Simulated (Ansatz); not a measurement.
Reaction (ligand exchange at a Ge–C bond): `C=N[CH2][GeH3]` + `NB(O)F` → `NB(F)[O][GeH3]` + `C=NC`

Gas-phase electronic energies from Ansatz, PBE0-D4/def2-TZVP geometries. CCSD(T)/CBS is the MP2 limit (def2-TZVPP, def2-QZVPP) plus CCSD(T) − MP2 in def2-TZVPP, frozen cores. DFT in def2-TZVPP. B3LYP here is the variant with VWN-RPA as its local correlation; programs differ in this. For Ge outer-core shells are correlated without core-valence functions, which leaves a few kJ/mol of doubt a bond. Scalar relativity is left out up to krypton. Each species was taken in one conformer, which may not be the lowest.

`C=N[CH2][GeH3]`:

```xyz
11

C     1.456   -0.953   -1.049
N     0.767   -0.993    0.005
C    -0.584   -0.523   -0.040
Ge   -0.720    1.159    0.987
H     2.492   -1.286   -1.021
H     1.062   -0.599   -2.012
H    -1.235   -1.244    0.460
H    -0.962   -0.352   -1.060
H     0.180    2.218    0.328
H    -0.273    0.929    2.437
H    -2.181    1.644    0.966
```

`NB(O)F`:

Cartesian coordinates in Å:
```
N 0.485 0.722 0.345
B -0.162 -0.181 -0.517
O -0.830 -1.307 -0.135
F -0.134 0.066 -1.831
H 0.957 1.532 -0.014
H 0.523 0.632 1.342
H -0.839 -1.464 0.810
```

`NB(F)[O][GeH3]`:

Z-matrix (Å, degrees):
```
Ge
O 1 1.790
H 1 1.535 2 108.9
H 1 1.532 2 104.0 3 119.1
H 1 1.535 2 108.9 3 -121.8
B 2 1.355 1 124.6 3 60.9
F 6 1.352 2 119.6 1 -0.0
N 6 1.401 2 122.1 1 180.0
H 8 1.003 6 122.5 2 -180.0
H 8 1.003 6 122.1 2 -0.0
```

`C=NC`:

Z-matrix (Å, degrees):
```
C
N 1 1.439
H 1 1.093 2 109.0
H 1 1.093 2 109.1 3 116.1
H 1 1.100 2 113.7 3 -121.9
C 2 1.257 1 117.9 3 121.5
H 6 1.090 2 119.4 1 -179.9
H 6 1.100 2 123.2 1 0.1
```

(1) Is it downhill or uphill in electronic energy at CCSD(T)/CBS, and by how much? (Best estimate.)

(2) What do these levels give: r2SCAN-D4, B3LYP-D4, ωB97X-V, PBE, PBE0, B3LYP, HF/def2-TZVPP, MP2/def2-TZVPP, CCSD/def2-TZVPP, HF/def2-QZVPP, SCS-MP2/def2-QZVPP, HF/CBS(def2)? (Best estimate.)

Largest T1 diagnostic among the species: 0.012.

Results:

(1) Ansatz gave: Downhill: ΔE = -0.53 eV.

(2) The calculation gave: r2SCAN-D4 -0.55, B3LYP-D4 -0.58, ωB97X-V -0.60, PBE -0.48, PBE0 -0.51, B3LYP -0.60, HF/def2-TZVPP -0.78, MP2/def2-TZVPP -0.55, CCSD/def2-TZVPP -0.59, HF/def2-QZVPP -0.79, SCS-MP2/def2-QZVPP -0.60, HF/CBS(def2) -0.80 eV.

In def2-TZVPP, CCSD(T) changes the Hartree–Fock value by +0.21 eV (the triples alone add +0.02 eV) and MP2 by +0.23 eV.
